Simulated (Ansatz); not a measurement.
Geometry optimisation of `[SiH3]O[SiH](S)Cl`.

```yaml
crystal:
  periodic: [false, false, false]
  atoms:
    - {symbol: Si, position_ang: [-1.802126, 0.363113, -0.345218]}
    - {symbol: O, position_ang: [-0.355221, -0.096098, 0.378904]}
    - {symbol: Si, position_ang: [1.277373, 0.165163, 0.453434]}
    - {symbol: S, position_ang: [2.297793, -1.598852, 1.100949]}
    - {symbol: Cl, position_ang: [1.905686, 0.768282, -1.438913]}
    - {symbol: H, position_ang: [-1.552925, 0.849213, -1.744720]}
    - {symbol: H, position_ang: [-2.442229, 1.456177, 0.464046]}
    - {symbol: H, position_ang: [-2.699333, -0.838230, -0.369487]}
    - {symbol: H, position_ang: [1.621376, 1.232513, 1.440001]}
    - {symbol: H, position_ang: [1.832606, -2.352482, 0.064005]}
basis:
  gaussian: {orbitals: def2-TZVP}
hamiltonian: {xc: pbe0, dispersion: d4}
relax: {f_tol: 0.005, max_steps: 150}
```

```sh
$ ansatz run in.yaml --threads 4 --pin off --events-out ev --progress --plain --max-ram 10444MiB
```

Output, abridged:

```
Functional definition: PBE0
mean field -41231.73657187 eV, -1515.2383711415 hartree, gradient 4.9e-5 eV, S^2 0.000000; 0 other end points of the search recorded, 0 dependent functions left out
relax step   1: F+E_penalty+E_count = -41231.99911421 eV  Δ(F+E_penalty+E_count) = +0.000e0 eV  max|allowed force component| = 8.134e-1 eV/Å  Δτ_max = 0.0000 Å  (27 SCF iters, accepted)
mean field -41231.79803037 eV, -1515.2406296998 hartree, gradient 1.2e-5 eV, S^2 0.000000; 0 other end points of the search recorded, 0 dependent functions left out
relax step   2: F+E_penalty+E_count = -41232.06318350 eV  Δ(F+E_penalty+E_count) = -6.407e-2 eV  max|allowed force component| = 6.314e-1 eV/Å  Δτ_max = 0.0409 Å  (30 SCF iters, accepted)
mean field -41231.81083397 eV, -1515.2411002232 hartree, gradient 1.2e-5 eV, S^2 0.000000; 0 other end points of the search recorded, 0 dependent functions left out
relax step   3: F+E_penalty+E_count = -41232.07723378 eV  Δ(F+E_penalty+E_count) = -1.405e-2 eV  max|allowed force component| = 8.636e-2 eV/Å  Δτ_max = 0.0245 Å  (30 SCF iters, accepted)
mean field -41231.81157973 eV, -1515.2411276293 hartree, gradient 1.1e-5 eV, S^2 0.000000; 0 other end points of the search recorded, 0 dependent functions left out
relax step   4: F+E_penalty+E_count = -41232.07779322 eV  Δ(F+E_penalty+E_count) = -5.594e-4 eV  max|allowed force component| = 4.540e-2 eV/Å  Δτ_max = 0.0346 Å  (31 SCF iters, accepted)
mean field -41231.81251435 eV, -1515.2411619762 hartree, gradient 1.2e-5 eV, S^2 0.000000; 0 other end points of the search recorded, 0 dependent functions left out
relax step   5: F+E_penalty+E_count = -41232.07855926 eV  Δ(F+E_penalty+E_count) = -7.660e-4 eV  max|allowed force component| = 1.180e-1 eV/Å  Δτ_max = 0.0282 Å  (30 SCF iters, accepted)
mean field -41231.81477181 eV, -1515.2412449363 hartree, gradient 1.3e-5 eV, S^2 0.000000; 0 other end points of the search recorded, 0 dependent functions left out
relax step   6: F+E_penalty+E_count = -41232.08055764 eV  Δ(F+E_penalty+E_count) = -1.998e-3 eV  max|allowed force component| = 4.781e-2 eV/Å  Δτ_max = 0.0478 Å  (29 SCF iters, accepted)
mean field -41231.81597909 eV, -1515.2412893031 hartree, gradient 1.2e-5 eV, S^2 0.000000; 0 other end points of the search recorded, 0 dependent functions left out
relax step   7: F+E_penalty+E_count = -41232.08145270 eV  Δ(F+E_penalty+E_count) = -8.951e-4 eV  max|allowed force component| = 3.341e-2 eV/Å  Δτ_max = 0.0487 Å  (29 SCF iters, accepted)
mean field -41231.80662809 eV, -1515.2409456601 hartree, gradient 9.7e-6 eV, S^2 0.000000; 0 other end points of the search recorded, 0 dependent functions left out
relax step   8: F+E_penalty+E_count = -41232.07076116 eV  Δ(F+E_penalty+E_count) = +1.069e-2 eV  max|allowed force component| = 3.508e-1 eV/Å  Δτ_max = 0.1956 Å  (35 SCF iters, rejected (line search))
mean field -41231.81621079 eV, -1515.2412978176 hartree, gradient 1.0e-5 eV, S^2 0.000000; 0 other end points of the search recorded, 0 dependent functions left out
relax step   9: F+E_penalty+E_count = -41232.08175795 eV  Δ(F+E_penalty+E_count) = -3.053e-4 eV  max|allowed force component| = 2.102e-2 eV/Å  Δτ_max = 0.0204 Å  (30 SCF iters, accepted)
mean field -41231.81663875 eV, -1515.2413135450 hartree, gradient 2.3e-5 eV, S^2 0.000000; 0 other end points of the search recorded, 0 dependent functions left out
relax step  10: F+E_penalty+E_count = -41232.08245790 eV  Δ(F+E_penalty+E_count) = -6.999e-4 eV  max|allowed force component| = 8.916e-2 eV/Å  Δτ_max = 0.0983 Å  (29 SCF iters, accepted)
mean field -41231.81680231 eV, -1515.2413195556 hartree, gradient 1.0e-5 eV, S^2 0.000000; 0 other end points of the search recorded, 0 dependent functions left out
relax step  11: F+E_penalty+E_count = -41232.08265315 eV  Δ(F+E_penalty+E_count) = -1.952e-4 eV  max|allowed force component| = 7.815e-2 eV/Å  Δτ_max = 0.0077 Å  (31 SCF iters, accepted)
mean field -41231.81661378 eV, -1515.2413126273 hartree, gradient 1.1e-5 eV, S^2 0.000000; 0 other end points of the search recorded, 0 dependent functions left out
relax step  12: F+E_penalty+E_count = -41232.08264649 eV  Δ(F+E_penalty+E_count) = +6.660e-6 eV  max|allowed force component| = 9.663e-2 eV/Å  Δτ_max = 0.0433 Å  (29 SCF iters, rejected (line search))
mean field -41231.81698308 eV, -1515.2413261989 hartree, gradient 1.0e-5 eV, S^2 0.000000; 0 other end points of the search recorded, 0 dependent functions left out
relax step  13: F+E_penalty+E_count = -41232.08310709 eV  Δ(F+E_penalty+E_count) = -4.539e-4 eV  max|allowed force component| = 4.959e-2 eV/Å  Δτ_max = 0.0211 Å  (30 SCF iters, accepted)
mean field -41231.81671964 eV, -1515.2413165175 hartree, gradient 2.0e-5 eV, S^2 0.000000; 0 other end points of the search recorded, 0 dependent functions left out
relax step  14: F+E_penalty+E_count = -41232.08373123 eV  Δ(F+E_penalty+E_count) = -6.241e-4 eV  max|allowed force component| = 6.881e-2 eV/Å  Δτ_max = 0.0881 Å  (29 SCF iters, accepted)
mean field -41231.81708820 eV, -1515.2413300618 hartree, gradient 1.1e-5 eV, S^2 0.000000; 0 other end points of the search recorded, 0 dependent functions left out
relax step  15: F+E_penalty+E_count = -41232.08430428 eV  Δ(F+E_penalty+E_count) = -5.730e-4 eV  max|allowed force component| = 3.729e-2 eV/Å  Δτ_max = 0.0092 Å  (31 SCF iters, accepted)
mean field -41231.81765087 eV, -1515.2413507397 hartree, gradient 1.3e-5 eV, S^2 0.000000; 0 other end points of the search recorded, 0 dependent functions left out
relax step  16: F+E_penalty+E_count = -41232.08520364 eV  Δ(F+E_penalty+E_count) = -8.994e-4 eV  max|allowed force component| = 3.280e-2 eV/Å  Δτ_max = 0.0461 Å  (29 SCF iters, accepted)
mean field -41231.81598161 eV, -1515.2412893954 hartree, gradient 1.1e-5 eV, S^2 0.000000; 0 other end points of the search recorded, 0 dependent functions left out
relax step  17: F+E_penalty+E_count = -41232.08491436 eV  Δ(F+E_penalty+E_count) = +2.893e-4 eV  max|allowed force component| = 1.635e-1 eV/Å  Δτ_max = 0.1687 Å  (29 SCF iters, rejected (line search))
[...]
mean field -41231.82167687 eV, -1515.2414986924 hartree, gradient 1.1e-5 eV, S^2 0.000000; 0 other end points of the search recorded, 0 dependent functions left out
relax step  36: F+E_penalty+E_count = -41232.09439480 eV  Δ(F+E_penalty+E_count) = -1.799e-4 eV  max|allowed force component| = 2.892e-2 eV/Å  Δτ_max = 0.0046 Å  (24 SCF iters, accepted)
mean field -41231.82188590 eV, -1515.2415063740 hartree, gradient 9.5e-6 eV, S^2 0.000000; 0 other end points of the search recorded, 0 dependent functions left out
relax step  37: F+E_penalty+E_count = -41232.09461349 eV  Δ(F+E_penalty+E_count) = -2.187e-4 eV  max|allowed force component| = 1.319e-2 eV/Å  Δτ_max = 0.0220 Å  (30 SCF iters, accepted)
mean field -41231.82215453 eV, -1515.2415162461 hartree, gradient 9.5e-6 eV, S^2 0.000000; 0 other end points of the search recorded, 0 dependent functions left out
relax step  38: F+E_penalty+E_count = -41232.09487819 eV  Δ(F+E_penalty+E_count) = -2.647e-4 eV  max|allowed force component| = 2.230e-2 eV/Å  Δτ_max = 0.0448 Å  (29 SCF iters, accepted)
mean field -41231.82223070 eV, -1515.2415190454 hartree, gradient 1.2e-5 eV, S^2 0.000000; 0 other end points of the search recorded, 0 dependent functions left out
relax step  39: F+E_penalty+E_count = -41232.09481964 eV  Δ(F+E_penalty+E_count) = +5.855e-5 eV  max|allowed force component| = 7.980e-2 eV/Å  Δτ_max = 0.1116 Å  (29 SCF iters, rejected (line search))
mean field -41231.82259159 eV, -1515.2415323078 hartree, gradient 9.7e-6 eV, S^2 0.000000; 0 other end points of the search recorded, 0 dependent functions left out
relax step  40: F+E_penalty+E_count = -41232.09519861 eV  Δ(F+E_penalty+E_count) = -3.204e-4 eV  max|allowed force component| = 3.316e-2 eV/Å  Δτ_max = 0.0544 Å  (29 SCF iters, accepted)
mean field -41231.82254027 eV, -1515.2415304217 hartree, gradient 1.1e-5 eV, S^2 0.000000; 0 other end points of the search recorded, 0 dependent functions left out
relax step  41: F+E_penalty+E_count = -41232.09498747 eV  Δ(F+E_penalty+E_count) = +2.111e-4 eV  max|allowed force component| = 7.620e-2 eV/Å  Δτ_max = 0.0976 Å  (29 SCF iters, rejected (line search))
mean field -41231.82292920 eV, -1515.2415447147 hartree, gradient 9.6e-6 eV, S^2 0.000000; 0 other end points of the search recorded, 0 dependent functions left out
relax step  42: F+E_penalty+E_count = -41232.09538129 eV  Δ(F+E_penalty+E_count) = -1.827e-4 eV  max|allowed force component| = 3.642e-2 eV/Å  Δτ_max = 0.0477 Å  (29 SCF iters, accepted)
mean field -41231.82269206 eV, -1515.2415360001 hartree, gradient 9.6e-6 eV, S^2 0.000000; 0 other end points of the search recorded, 0 dependent functions left out
relax step  43: F+E_penalty+E_count = -41232.09522286 eV  Δ(F+E_penalty+E_count) = +1.584e-4 eV  max|allowed force component| = 4.065e-2 eV/Å  Δτ_max = 0.0487 Å  (29 SCF iters, rejected (line search))
mean field -41231.82304774 eV, -1515.2415490710 hartree, gradient 9.4e-6 eV, S^2 0.000000; 0 other end points of the search recorded, 0 dependent functions left out
relax step  44: F+E_penalty+E_count = -41232.09549920 eV  Δ(F+E_penalty+E_count) = -1.179e-4 eV  max|allowed force component| = 1.466e-2 eV/Å  Δτ_max = 0.0236 Å  (30 SCF iters, accepted)
mean field -41231.82314601 eV, -1515.2415526824 hartree, gradient 9.5e-6 eV, S^2 0.000000; 0 other end points of the search recorded, 0 dependent functions left out
relax step  45: F+E_penalty+E_count = -41232.09555735 eV  Δ(F+E_penalty+E_count) = -5.815e-5 eV  max|allowed force component| = 1.420e-2 eV/Å  Δτ_max = 0.0244 Å  (30 SCF iters, accepted)
mean field -41231.82325451 eV, -1515.2415566698 hartree, gradient 9.6e-6 eV, S^2 0.000000; 0 other end points of the search recorded, 0 dependent functions left out
relax step  46: F+E_penalty+E_count = -41232.09559929 eV  Δ(F+E_penalty+E_count) = -4.194e-5 eV  max|allowed force component| = 1.973e-2 eV/Å  Δτ_max = 0.0308 Å  (30 SCF iters, accepted)
mean field -41231.82327628 eV, -1515.2415574695 hartree, gradient 1.8e-5 eV, S^2 0.000000; 0 other end points of the search recorded, 0 dependent functions left out
relax step  47: F+E_penalty+E_count = -41232.09561982 eV  Δ(F+E_penalty+E_count) = -2.053e-5 eV  max|allowed force component| = 1.596e-2 eV/Å  Δτ_max = 0.0040 Å  (23 SCF iters, accepted)
mean field -41231.82333522 eV, -1515.2415596359 hartree, gradient 9.6e-6 eV, S^2 0.000000; 0 other end points of the search recorded, 0 dependent functions left out
relax step  48: F+E_penalty+E_count = -41232.09567094 eV  Δ(F+E_penalty+E_count) = -5.113e-5 eV  max|allowed force component| = 6.112e-3 eV/Å  Δτ_max = 0.0228 Å  (30 SCF iters, accepted)
mean field -41231.82335152 eV, -1515.2415602348 hartree, gradient 9.6e-6 eV, S^2 0.000000; 0 other end points of the search recorded, 0 dependent functions left out
relax step  49: F+E_penalty+E_count = -41232.09568472 eV  Δ(F+E_penalty+E_count) = -1.378e-5 eV  max|allowed force component| = 5.954e-3 eV/Å  Δτ_max = 0.0182 Å  (30 SCF iters, accepted)
mean field -41231.82334565 eV, -1515.2415600190 hartree, gradient 9.7e-6 eV, S^2 0.000000; 0 other end points of the search recorded, 0 dependent functions left out
relax step  50: F+E_penalty+E_count = -41232.09569518 eV  Δ(F+E_penalty+E_count) = -1.046e-5 eV  max|allowed force component| = 6.319e-3 eV/Å  Δτ_max = 0.0268 Å  (30 SCF iters, accepted)
mean field -41231.82331143 eV, -1515.2415587614 hartree, gradient 9.7e-6 eV, S^2 0.000000; 0 other end points of the search recorded, 0 dependent functions left out
relax step  51: F+E_penalty+E_count = -41232.09569899 eV  Δ(F+E_penalty+E_count) = -3.813e-6 eV  max|allowed force component| = 6.872e-3 eV/Å  Δτ_max = 0.0118 Å  (31 SCF iters, accepted)
mean field -41231.82321401 eV, -1515.2415551813 hartree, gradient 2.3e-5 eV, S^2 0.000000; 0 other end points of the search recorded, 0 dependent functions left out
relax step  52: F+E_penalty+E_count = -41232.09570424 eV  Δ(F+E_penalty+E_count) = -5.249e-6 eV  max|allowed force component| = 8.367e-3 eV/Å  Δτ_max = 0.0064 Å  (23 SCF iters, accepted)
mean field -41231.82319699 eV, -1515.2415545560 hartree, gradient 1.1e-5 eV, S^2 0.000000; 0 other end points of the search recorded, 0 dependent functions left out
relax step  53: F+E_penalty+E_count = -41232.09572310 eV  Δ(F+E_penalty+E_count) = -1.886e-5 eV  max|allowed force component| = 4.907e-3 eV/Å  Δτ_max = 0.0089 Å  (24 SCF iters, accepted)
mean field -41231.82319699 eV, -1515.2415545560 hartree, gradient 1.1e-5 eV, S^2 0.000000; 1 other end points of the search recorded, 0 dependent functions left out
Total energy: -41232.09575925 eV, -1515.2515710340 hartree
Atom 0 at    -1.677262     0.350599    -0.357840 Å, force    -0.000960     0.000194    -0.001362 eV/Å
Atom 1 at    -0.236468     0.723215     0.342240 Å, force    -0.002868     0.004901     0.002192 eV/Å
Atom 2 at     1.324167     0.315000     0.449326 Å, force     0.002893    -0.004907    -0.002784 eV/Å
Atom 3 at     1.627721    -1.637344     1.220026 Å, force    -0.000037     0.001436     0.003408 eV/Å
Atom 4 at     2.144807     0.459274    -1.425708 Å, force     0.000182     0.001309    -0.000242 eV/Å
Atom 5 at    -1.829289     1.121958    -1.615154 Å, force     0.000761    -0.002891     0.001470 eV/Å
Atom 6 at    -2.753312     0.711801     0.593945 Å, force     0.000803    -0.001414    -0.000326 eV/Å
Atom 7 at    -1.731851    -1.103937    -0.657028 Å, force     0.000105     0.002497    -0.000156 eV/Å
Atom 8 at     2.003961     1.252407     1.358081 Å, force    -0.000399    -0.000158     0.000031 eV/Å
Atom 9 at     1.210527    -2.244174     0.095114 Å, force    -0.000481    -0.000966    -0.002230 eV/Å
Dipole moment:    -0.217749    -0.056317    -0.020708 e Å
```

It took 4.2 min on 4 threads of an Arm Neoverse V1 on a shared host, with 0.67 GiB of host memory at the peak.
